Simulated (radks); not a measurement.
Spherical quantum dot in the effective-mass picture: electrons in a well V = -V0 / (1 + exp((r - R)/a)) with V0 = 22.6, R = 2.85, a = 0.086, with a point charge +2 (a donor) at the centre, all in effective atomic units (hartree* = m*/eps^2 hartree, bohr* = eps/m* bohr), one dielectric constant everywhere. Calculated with a radial shooting solver with Libxc functionals: non-relativistic Kohn-Sham, LDA (Slater exchange, Perdew-Wang correlation), spin-polarised, spherical densities. Levels are named by radial order and angular momentum (1s, 1p, 1d, 2s, ...), and open shells are averaged over m.

N = 4, configuration 1s2 1p(up 2, down 0). This is the lowest configuration that the search found. Occupied and some empty levels:

| level | occupation | eigenvalue (hartree*) | <r> (bohr*) |
|---|---|---|---|
| 1s up | 1 | -21.996 | 0.9646 |
| 1s down | 1 | -21.925 | 0.9310 |
| 1p up | 2 | -20.879 | 1.676 |
| 1p down | 0 | -20.753 | 1.674 |
| 2s up | 0 | -20.524 | 1.550 |
| 2s down | 0 | -20.430 | 1.576 |
| 1d up | 0 | -20.068 | 1.875 |
| 1d down | 0 | -19.940 | 1.879 |
| 1f up | 0 | -19.135 | 1.997 |
| 1f down | 0 | -19.012 | 2.002 |

Energy (hartree*): total -90.6509, kinetic 4.9264, external -99.316, Hartree 5.5305, exchange-correlation -1.7914.
